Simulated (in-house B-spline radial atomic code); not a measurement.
## Ionising In VI (In5+) with different functionals

Computed with a B-spline radial code for spherical atoms: scalar-relativistic (spin-free X2C) Hamiltonian, Fermi nucleus of rms radius 4.6156 fm, spin-polarised at highest spin, spherical fractional occupations for the functionals, and exact exchange of hybrids averaged over the configuration. The ionisation energy is the difference of two self-consistent energies, [Kr] 4d8 → [Kr] 4d7, without Breit or QED terms; ε is the level of the shell that loses the electron (its least bound occupied spin orbital). There is no spin-orbit coupling in this Hamiltonian.

```json
{"method": "PBE0", "rung": "global hybrid", "ΔSCF (eV)": "91.71", "-ε(4d) (eV)": "85.10"}
{"method": "B3LYP", "rung": "global hybrid", "ΔSCF (eV)": "91.77", "-ε(4d) (eV)": "84.61"}
{"method": "TPSSh", "rung": "global hybrid", "ΔSCF (eV)": "91.64", "-ε(4d) (eV)": "83.44"}
{"method": "BHandHLYP", "rung": "global hybrid", "ΔSCF (eV)": "91.46", "-ε(4d) (eV)": "87.54"}
{"method": "r2SCAN0", "rung": "global hybrid", "ΔSCF (eV)": "91.67", "-ε(4d) (eV)": "85.17"}
{"method": "B97-1", "rung": "global hybrid", "ΔSCF (eV)": "91.76", "-ε(4d) (eV)": "84.68"}
{"method": "HSE06", "rung": "range-separated hybrid", "ΔSCF (eV)": "91.67", "-ε(4d) (eV)": "84.65"}
{"method": "wB97X", "rung": "range-separated hybrid", "ΔSCF (eV)": "91.59", "-ε(4d) (eV)": "87.56"}
{"method": "CAM-B3LYP", "rung": "range-separated hybrid", "ΔSCF (eV)": "91.71", "-ε(4d) (eV)": "86.58"}
{"method": "LC-wPBE", "rung": "range-separated hybrid", "ΔSCF (eV)": "91.75", "-ε(4d) (eV)": "87.84"}
```

(1) Among the functionals, which spreads more, the ΔSCF values or the orbital energies?

(2) How do they compare with the NIST value?

Answers

(1) The orbital energies: ΔSCF values span about 0.31 eV and the orbital energies 4.41 eV; here energy differences depend much less on the functional than eigenvalues do.

(2) NIST lists 90 eV ± 2 (tabulated theory, ground level to ground level). Errors run from +1.46 to +1.77 eV; all lie within about twice that uncertainty, so the table can't rank the methods.
